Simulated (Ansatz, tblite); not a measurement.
Removing an electron: PtS₃⁻. Total charge -1; doublet. Geometry: r2SCAN-D4/def2-SVPD. Ansatz, gas phase; energy differences of separate SCF runs; the oxidised species is a triplet (the singlet lies 0.82 eV higher at PBE0-D4/def2-TZVPD).

```xyz
4

Pt   -0.103    0.519    0.048
S     1.328   -1.198   -0.571
S    -0.486   -1.866    0.185
S    -0.739    2.545    0.338
```

In the def2 sets Pt takes a core potential; there is no spin–orbit coupling. The xTB rows come from tblite. The structure comes from a short search, and lower isomers may exist.

```json
{"level": "GFN1-xTB", "−HOMO (eV)": "–", "vertical IE (eV)": "7.81", "−LUMO (eV)": "–", "HOMO–LUMO gap (eV)": "–"}
{"level": "GFN2-xTB", "−HOMO (eV)": "–", "vertical IE (eV)": "8.06", "−LUMO (eV)": "–", "HOMO–LUMO gap (eV)": "–"}
{"level": "PBE-D4/def2-TZVPD", "−HOMO (eV)": "0.31", "vertical IE (eV)": "2.88", "−LUMO (eV)": "0.12", "HOMO–LUMO gap (eV)": "0.19"}
{"level": "r2SCAN-D4/def2-TZVPD", "−HOMO (eV)": "0.43", "vertical IE (eV)": "2.92", "−LUMO (eV)": "0.01", "HOMO–LUMO gap (eV)": "0.41"}
{"level": "PBE0-D4/def2-TZVPD", "−HOMO (eV)": "1.35", "vertical IE (eV)": "3.04", "−LUMO (eV)": "-0.68", "HOMO–LUMO gap (eV)": "2.03"}
```

  HOMO and LUMO are the levels of the spin that leaves or enters (xTB has no such levels and no spin-polarisation term). Other spin states of the ions may lie lower, which would lower the ionisation energy or raise the affinity. Raw xTB energy differences between charge states are shifted by several eV; the methods need an empirical correction for them.
